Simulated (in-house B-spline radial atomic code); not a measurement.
Ne⁸⁺. Computed with a B-spline radial atomic code. Model: all-electron spherical atom, spin shells full or empty, radial basis limit, no spin-orbit coupling, Breit or QED, empty-state partial waves extrapolated as (l+1/2)^-4, RPA, G0W0 and static COHSEX of the highest shell as one setting changes (uncorrelated shells keep exact exchange).

Empty levels are discrete states of a finite basis, so the steps are uneven.

Given: element Ne; charge 8; filled core none; hamiltonian non-relativistic; mean-field start Hartree-Fock; highest l of empty states 9; lowest nl shells left uncorrelated 0; highest mean-field shell 1s; box radius 7.7 bohr.

Shell: 1s 1 1 (electrons up and down).

```csv
highest empty level kept (hartree),RPA correlation energy (hartree),G0W0 level (eV),G0W0 minus most complete (meV),COHSEX level (eV),linearised minus solved G0W0 (meV)
27,-0.019768,-1193.4,1222.7,-1194,0
54,-0.035375,-1193.5,1190.2,-1194.5,0
94.5,-0.048585,-1193.7,962.2,-1195.1,0
162,-0.062225,-1194,658.6,-1195.9,0
270,-0.07314,-1194.3,383.2,-1196.6,0
486,-0.080034,-1194.5,198.6,-1197.1,0
810,?,?,?,?,?
1620,-0.086004,-1194.6,31.9,-1197.5,0
3240,-0.086684,-1194.6,11.7,-1197.5,0
6750,-0.086954,-1194.7,3.1,-1197.5,0
16200,?,?,?,?,?
54000,-0.087036,-1194.7,0,-1197.5,0
```

Q: What follows for highest empty level kept = 16200?

A: RPA correlation energy -0.08703 hartree; G0W0 level -1194.7 eV; G0W0 minus most complete 0.3 meV; COHSEX level -1197.5 eV; linearised minus solved G0W0 0 meV.

Q: What follows for highest empty level kept = 810?

A: RPA correlation energy -0.083724 hartree; G0W0 level -1194.6 eV; G0W0 minus most complete 96.7 meV; COHSEX level -1197.3 eV; linearised minus solved G0W0 0 meV.
